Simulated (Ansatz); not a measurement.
Computed with Ansatz on PBE0-D4/def2-TZVP structures; ΔE is electronic, products minus reactants. CBS: MP2 limit from def2 TZ/QZ plus the TZ coupled-cluster correction, frozen cores. DFT in def2-TZVPP. For Ge outer-core shells are correlated without core-valence functions, which leaves a few kJ/mol of doubt a bond. Scalar relativity is left out up to krypton. One conformer a species, not always the lowest.

Consider the formal exchange of groups at the Si–C bond: `O[CH]([SiH3])[GeH3]` + `B1B[SiH2]1` → `[SiH3]B1B[SiH2]1` + `O[CH2][GeH3]`.

`O[CH]([SiH3])[GeH3]`:

Cartesian coordinates in Å:
```
O 0.586 -1.247 1.143
C 0.133 0.002 0.615
Si -1.591 -0.141 -0.138
Ge 1.489 0.570 -0.702
H -0.059 -1.564 1.783
H 0.124 0.782 1.391
H -1.567 -0.993 -1.355
H -2.125 1.204 -0.482
H -2.488 -0.781 0.869
H 2.856 0.688 -0.011
H 1.078 1.939 -1.273
H 1.564 -0.458 -1.840
```

`B1B[SiH2]1`:

```xyz
7

B     0.970   -0.431    0.761
B     0.001   -1.306    0.067
Si   -0.363    0.652   -0.310
H     1.702    0.328    1.290
H    -0.803   -1.935   -0.524
H     0.030    2.062   -0.067
H    -1.536    0.630   -1.217
```

`[SiH3]B1B[SiH2]1`:

```xyz
10

Si   -0.401   -1.360    1.164
B    -0.637    0.104   -0.141
B    -1.127    1.146   -1.092
Si    0.986    0.930   -0.742
H    -1.117   -1.044    2.430
H    -0.952   -2.631    0.620
H     1.033   -1.586    1.494
H    -1.349    2.008   -1.866
H     2.257    0.404   -0.181
H     1.308    2.030   -1.687
```

`O[CH2][GeH3]`:

Z-matrix (Å, degrees):
```
C
Ge 1 1.968
O 1 1.415 2 108.0
H 1 1.098 2 108.5 3 -121.7
H 1 1.098 2 108.5 3 121.7
H 2 1.536 1 110.0 3 -60.7
H 2 1.540 1 108.6 3 179.8
H 2 1.536 1 110.0 3 60.2
H 3 0.960 1 108.8 2 180.0
```

| level | ΔE (eV) |
| --- | --- |
| PBE | -0.37 |
| HF/def2-TZVPP | -0.41 |
| SCS-MP2/def2-TZVPP | -0.36 |
| CCSD/CBS(def2) | -0.33 |

Task: What does CCSD(T)/CBS give? (An estimate is asked.)

Result: Ansatz gave: -0.32 eV. The listed levels differ from it by -0.05, -0.09, -0.04, -0.01 eV.

Largest T1 diagnostic among the species: 0.015.

In def2-TZVPP, CCSD(T) changes the Hartree–Fock value by +0.05 eV (the triples alone add +0.00 eV) and MP2 by +0.05 eV.
